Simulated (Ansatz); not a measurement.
A structure relaxed at PBE0/def2-SVP in Ansatz, charge 1, doublet:

Cartesian coordinates in Å:
```
Be 0.730 1.634 1.298
Be -1.061 -0.869 0.299
Be 1.374 0.053 -0.288
Be -1.310 -1.243 -2.056
Be -1.627 0.705 -1.319
Be 0.801 -1.553 1.038
Be 1.793 -0.015 2.065
Be 0.191 0.095 -2.209
Be 0.165 1.727 -0.741
Be 0.446 -1.709 -1.009
Be -0.220 -0.016 2.209
Be -1.282 1.191 0.713
```

**Question.** Give its formula and point group.

**Answer.** the cluster Be₁₂⁺. Point group C2 (tolerance 0.1 Å).

**Question.** Summarise the bond lengths by kind (pairs closer than 1.2 times the sum of covalent radii, bridged metal pairs left out).

**Answer.** 26 × Be–Be 2.02 to 2.26 Å.

The relaxation made no stability test and no search for a lower SCF solution. Another isomer (doublet) lies 0.24 eV lower at PBE0/def2-TZVP; other spin states weren't run for this one.
